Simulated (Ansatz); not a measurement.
A run on F2H3SSi2 (`F[SiH](F)S[SiH2]`) radical with other settings.

```yaml
crystal:
  periodic: [false, false, false]
  atoms:
    - {symbol: F, position_ang: [-0.107672, 1.909788, -0.126208]}
    - {symbol: Si, position_ang: [-0.173566, 0.899042, 1.093975]}
    - {symbol: F, position_ang: [1.284067, 0.875991, 1.713562]}
    - {symbol: S, position_ang: [-0.766806, -1.015214, 0.453521]}
    - {symbol: Si, position_ang: [0.511421, -1.223280, -1.259559]}
    - {symbol: H, position_ang: [-1.114650, 1.403722, 2.104070]}
    - {symbol: H, position_ang: [0.125853, -0.274566, -2.338793]}
    - {symbol: H, position_ang: [0.333552, -2.632584, -1.696466]}
basis:
  gaussian: {orbitals: def2-TZVP, fitting: {mean_field: def2-universal-jkfit}}
magnetization: {spin_polarized: true, initial_magnetization: 1}
hamiltonian: {xc: {name: r2SCAN}, dispersion: d3bj, pseudopotentials: {relativity: none}}
accuracy: high
output: {forces: true}
```

```sh
$ ansatz run in.yaml --threads 4 --pin off --events-out ev --progress --plain --max-ram 10444MiB
```

It prints (some lines left out):

```
Warning: the engine holds no damping parameters fitted to this dispersion correction and functional, so the run takes those fitted to r2scan beside the three-body term, which d3bj leaves out (hamiltonian.dispersion, under Limitations)
Functional definition: r2SCAN
592 factors; integrals over basis functions are off by at most 1.6e0 eV
mean field evaluation 1: about -32072.9459 eV, gradient 3.3e1 eV
mean field evaluation 2: about -32067.7426 eV, gradient 5.6e1 eV
mean field evaluation 4: about -32076.1336 eV, gradient 1.8e0 eV
mean field evaluation 8: about -32076.1487 eV, gradient 5.2e-2 eV
mean field evaluation 16: about -32076.1487 eV, gradient 6.1e-5 eV
mean field -32076.14873508 eV, -1178.7767240197 hartree, gradient 4.7e-8 eV, S^2 0.754495; 0 other end points of the search recorded, 0 dependent functions left out
reference -32076.14873841 eV, -1178.7767241419 hartree; 33, 32 occupied and 158, 159 virtual orbitals, 592 factors
Total energy: -32076.20947645 eV, -1178.7789562239 hartree
Atom 0 at    -0.107672     1.909788    -0.126208 Å, force     0.005247     0.036952    -0.046913 eV/Å
Atom 1 at    -0.173566     0.899042     1.093975 Å, force    -0.060705     0.006950     0.045802 eV/Å
Atom 2 at     1.284067     0.875991     1.713562 Å, force     0.055354     0.002463     0.022410 eV/Å
Atom 3 at    -0.766806    -1.015214     0.453521 Å, force    -0.039875    -0.043159     0.030541 eV/Å
Atom 4 at     0.511421    -1.223280    -1.259559 Å, force     0.006727    -0.000443    -0.029276 eV/Å
Atom 5 at    -1.114650     1.403722     2.104070 Å, force     0.018278    -0.009883    -0.019512 eV/Å
Atom 6 at     0.125853    -0.274566    -2.338793 Å, force     0.009998    -0.008494     0.001723 eV/Å
Atom 7 at     0.333552    -2.632584    -1.696466 Å, force     0.004976     0.015614    -0.004774 eV/Å
Dipole moment:    -0.103108    -0.111805    -0.056552 e Å
```

Run time 18 s (4 threads of an Arm Neoverse V1 on a shared host); peak host memory 0.54 GiB.
